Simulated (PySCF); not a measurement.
B3LYP has the VWN-RPA correlation part, as in Gaussian. Delta-SCF ions had no search for a lower state. 

**H₃Al, SMILES `[AlH3]` (charge 0, multiplicity 1)**

Method: B3LYP-D3(BJ)/def2-TZVP (PySCF).

The HOMO comes out as -8.40 eV and the dipole moment is 0.00 D. The LUMO comes out as -1.97 eV and the HOMO–LUMO gap is 6.43 eV. The vertical ionisation energy (Delta-SCF) comes out as 11.21 eV, the total energy is -244.2345 Ha and the cost is around 5 core-seconds (rough).

```xyz
4

Al     0.0000     0.0000     0.0000
H      1.5165    -0.4381     0.0710
H     -1.1373    -1.0957    -0.0519
H     -0.3792     1.5338    -0.0191
```
